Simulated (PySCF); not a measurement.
Species: C₂H₈F₂SSi₂.
Cartesian coordinates in Å at the GFN2-xTB level; atoms count from 1:
```xyz
15
C2H8F2SSi2 angstrom
F     -0.5963    0.5499    1.7011
C      0.1509   -0.2908    0.8740
C     -0.7907   -1.0343   -0.0604
Si    -1.9765    0.1120   -1.0198
Si     1.4870    0.7828    0.0308
F      2.7536    0.8715    1.0272
S      2.1805   -0.2433   -1.7132
H      0.6364   -0.9944    1.5666
H     -1.3797   -1.7441    0.5247
H     -0.1866   -1.6218   -0.7527
H     -1.1743    1.0410   -1.8231
H     -2.8098    0.8500   -0.0752
H     -2.7967   -0.7373   -1.8838
H      1.1134    2.1588   -0.2114
H      3.3843    0.3083   -1.7125
```

Method: PySCF 2.14.0, density-fitted response routines, TDDFT PBE0/def2-SVPD, vertical, gas phase, core orbitals frozen in the response.

Kohn–Sham orbitals with the atoms that hold most of them (Löwdin shares over 4%, at most four atoms; ? is withheld):

```csv
orbital,ε (eV),atoms
HOMO-3,-9.57,"S7 41%, Si5 14%, H14 10%, F6 9%"
HOMO-2,-9.42,"C3 24%, C2 15%, Si4 15%, F1 12%"
HOMO-1,-8.70,"C2 18%, C3 15%, F1 13%, S7 13%"
HOMO,-7.90,?
LUMO,-0.39,?
LUMO+1,0.02,"S7 34%, Si5 18%, H15 9%, C2 7%"
LUMO+2,0.31,"S7 27%, Si5 20%, H15 9%, Si4 8%"
```

(1) Give the leading atoms of the LUMO.

(2) Give the leading atoms of the HOMO.

(3) The HOMO–LUMO gap is 7.52 eV. Where does the response calculation put the lowest singlet, and from which orbitals?

(4) Give energy, strength and leading configuration of S1, S2 and S4, and follow the Löwdin shares of the leading atoms from the occupied to the empty orbital.

## Answers

(1) Si5 (bonded to C, F, S and H) 20%; S7 (bonded to Si and H) 17%; Si4 (bonded to C and 3 H) 10%; H15 (bonded to S) 9%. By element: silicon 30%, sulfur 17%, hydrogen 9% or more.

(2) S7 (bonded to Si and H) 70%; Si5 (bonded to C, F, S and H) 10%; H15 (bonded to S) 6%.

(3) S1 is at 6.16 eV (f = 0.0056), 1.36 eV below the gap, made of HOMO→LUMO (89%). 

(4) 
- S1 (6.16 eV, f 0.0056), HOMO→LUMO (89%): S7 70% → 17%, Si5 10% → 20%
- S2 (6.61 eV, f 0.029), HOMO→LUMO+1 (96%): S7 70% → 34%, Si5 10% → 18%
- S4 (7.08 eV, f 0.018), HOMO-1→LUMO (92%): C2 18% → at most 9%, C3 15% → at most 9%, Si5 at most 13% → 20%, S7 13% → 17%

Löwdin shares depend on the basis, the more so with diffuse functions.

One conformer stands for the species.
